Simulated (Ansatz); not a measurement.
`CCNBN` and `CCNC=S` differ in one atom or group.

Ansatz, PBE0-D4/def2-TZVP geometries, multiplicity 1. Each molecule was computed in one conformer, which needn't be the lowest.

```csv
property,`CCNBN`
LUMO energy (ωB97M-V/def2-TZVPP) / eV,2.38
LUMO energy (PBE0/def2-TZVPP) / eV,1.11
HOMO energy (B3LYP/def2-TZVPP) / eV,-6.24
LUMO energy (B3LYP/def2-TZVPP) / eV,0.76
HOMO energy (PBE0/def2-TZVPP) / eV,-6.46
HOMO–LUMO gap (PBE0/def2-TZVPP) / eV,7.57
```

Problem. What does the change do to each property? (Best estimate.)

Solution. The calculation gave: 
| property | `CCNC=S` | shift |
| --- | --- | --- |
| LUMO energy (ωB97M-V/def2-TZVPP) / eV | 1.31 | -1.07 |
| LUMO energy (PBE0/def2-TZVPP) / eV | -0.80 | -1.91 |
| HOMO energy (B3LYP/def2-TZVPP) / eV | -5.79 | 0.45 |
| LUMO energy (B3LYP/def2-TZVPP) / eV | -1.01 | -1.77 |
| HOMO energy (PBE0/def2-TZVPP) / eV | -6.04 | 0.42 |
| HOMO–LUMO gap (PBE0/def2-TZVPP) / eV | 5.24 | -2.33 |

With PBE0 the HOMO rises by 0.42 eV and the LUMO falls by 1.91 eV, so the gap narrows by about 2.33 eV. PBE moves the HOMO by 0.30 eV and ωB97M-V by 0.54 eV.

B3LYP here is the variant with VWN-RPA as its local correlation; programs differ in this.
